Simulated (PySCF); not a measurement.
Structure from 2D NMR

Compound of formula C11H12. Correlations simulated from computed shifts and couplings:

HSQC (one-bond C–H):
| δH | δC | 1J(C,H) (Hz) |
| --- | --- | --- |
| 8.10 | 128.9 | 164 |
| 7.35 | 137.2 | 166 |
| 7.23 | 133.7 | 165 |
| 7.04 | 138.6 | 165 |
| 6.61 | 148.2 | 160 |
| 6.23 | 121.0 | 164 |
| 5.63 | 122.4 | 166 |
| 5.51 | 121.0 | 172 |
| 5.37 | 122.4 | 168 |
| 2.14 | 23.5 | 134 |

COSY cross peaks (|J| ≥ 2 Hz):
| δH | δH | abs. J (Hz) | bonds |
| --- | --- | --- | --- |
| 7.35 | 7.23 | 8.8 | 3 |
| 7.35 | 7.04 | 8.4 | 3 |
| 6.61 | 6.23 | 19.0 | 3 |
| 6.61 | 5.51 | 12.4 | 3 |
| 5.37 | 2.14 | 2.1 | 4 |

HMBC (two and three bonds, |J| ≥ 2.5 Hz):
| δH | δC [abs. J in Hz] |
| --- | --- |
| 8.10 | 156.7 [4.5], 148.2 [4.4], 138.6 [7.4], 133.7 [6.9] |
| 7.35 | 150.9 [7.9], 145.0 [8.1] |
| 7.23 | 156.7 [4.4], 138.6 [8.2], 128.9 [7.1] |
| 7.04 | 148.2 [6.8], 133.7 [8.2], 128.9 [6.6] |
| 6.61 | 145.0 [3.1], 138.6 [5.8], 128.9 [5.9] |
| 6.23 | 145.0 [6.6] |
| 5.63 | 150.9 [6.0], 23.5 [11.6] |
| 5.51 | 145.0 [12.0] |
| 5.37 | 150.9 [10.6], 23.5 [7.5] |
| 2.14 | 156.7 [6.0], 150.9 [3.9], 122.4 [6.8] |

Carbons without hydrogens: δ 156.7, 150.9, 145.0.

Gas phase, relativity neglected, single conformer, averaged over atoms made equivalent by symmetry, fast rotation or ring inversion. Shielding tensors at CAM-B3LYP/pcSseg-1 (GIAO); couplings computed with B3LYP/pcJ-1 (without the spin–dipole term); coordinates at the PBE0-D3(BJ)/def2-SVP level; PySCF 2.14.0 with density-fitted response routines.

Scale: 1H, 13C vs TMS (reference shieldings calculated alike).

Exchangeable hydrogens are left out of these lists, and C,H couplings along chains are those of one rotamer, so weak HMBC peaks may be missing or extra.

Q: Work out the connectivity.

A: SMILES c1cc(C=C)cc(C(=C)C)c1.

Numbering as in the mapped SMILES `[CH2:1]=[CH:2][c:3]1[cH:4][cH:5][cH:6][c:7]([C:8](=[CH2:9])[CH3:10])[cH:11]1`; H(Xn) means a hydrogen on atom n. Ha(C1) is cis to C3; Ha(C9) is cis to C7; Hb(C1) is trans to C3; Hb(C9) is trans to C7.

δC 156.7 is C8, a fully substituted alkene carbon. δC 150.9 is C7, a substituted aromatic carbon. δC 148.2 is C2, an alkene CH (δH 6.61). δC 145.0 is C3, a substituted aromatic carbon. δC 138.6 is C4, an aromatic CH (δH 7.04). δC 137.2 is C5, an aromatic CH (δH 7.35). δC 133.7 is C6, an aromatic CH (δH 7.23). δC 128.9 is C11, an aromatic CH (δH 8.10). δC 122.4 is C9, a terminal =CH2 carbon (δH 5.37, 5.63). δC 121.0 is C1, a terminal =CH2 carbon (δH 6.23, 5.51). δC 23.5 is C10, an allylic methyl carbon (δH 2.14). HMBC from δH 8.10 reaches the proton-free carbon C8. HMBC from δH 7.35 reaches the proton-free carbons C7, C3. HMBC from δH 7.23 reaches the proton-free carbon C8. HMBC from δH 6.61 reaches the proton-free carbon C3. COSY links 7.35–7.23, 7.35–7.04, 6.61–6.23, 6.61–5.51, 5.37–2.14.

The shifts were computed for this structure.

Unscaled 3J(H,H) at this level run about 10 % above measured values. Shifts are as computed, not scaled to solution data. Of 1328 compounds with measured shifts, 309 miss one by over three times the rms of a fit or turn the order of signals round; such compounds aren't used in these exercises. Signals without a measured value on file couldn't be tested in this way.
